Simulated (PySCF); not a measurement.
Electron correlation in C²⁺ (carbon, charge +2)

[He] 2s1 2p1, high-spin 3P determinant (an excited configuration). Computed with PySCF 2.14 in aug-cc-pwCVDZ (5s4p2d, 27 functions), with no relativity, point nucleus. Frozen: nothing; 4 electrons correlated.

```tsv
level	correlation energy (mhartree)
CCSD	-32.31
(T)	-0.01
CCSD(T)	-32.32
CCSDT	-32.33
```

Diagnostics: T1 = 0.00079, D1 = 0.0018, largest double amplitude 0.021.

Cost of the coupled-cluster step: roughly 0.18 core-seconds, for 4 correlated electrons.

Iterations:

```
CC2 = 0
CCSD nocc = (np.int64(3), np.int64(1)), nmo = (27, 27)
frozen orbitals [[], []]
max_cycle = 100
direct = 0
conv_tol = 1e-08
conv_tol_normt = 1e-06
diis_space = 8
diis_start_cycle = 0
Init t2, MP2 energy = -0.0289509639634423
Init E_corr(UCCSD) = -0.0289509639637201
cycle = 1  E_corr(UCCSD) = -0.0316803016744234  dE = -0.00272933771  norm(t1,t2) = 0.0100616
cycle = 2  E_corr(UCCSD) = -0.0321160438603177  dE = -0.000435742186  norm(t1,t2) = 0.00395431
cycle = 3  E_corr(UCCSD) = -0.032320643582435  dE = -0.000204599722  norm(t1,t2) = 0.00166592
cycle = 4  E_corr(UCCSD) = -0.0323083542403176  dE = 1.22893421e-05  norm(t1,t2) = 0.000124594
cycle = 5  E_corr(UCCSD) = -0.032310686646257  dE = -2.33240594e-06  norm(t1,t2) = 1.14626e-05
cycle = 6  E_corr(UCCSD) = -0.0323104719562167  dE = 2.1469004e-07  norm(t1,t2) = 1.27408e-06
cycle = 7  E_corr(UCCSD) = -0.0323104807856677  dE = -8.82945093e-09  norm(t1,t2) = 1.25634e-07
UCCSD converged
E(UCCSD) = -36.26339765971021  E_corr = -0.03231048078566766
UCCSD(T) correction = -1.42759937392771e-05
```
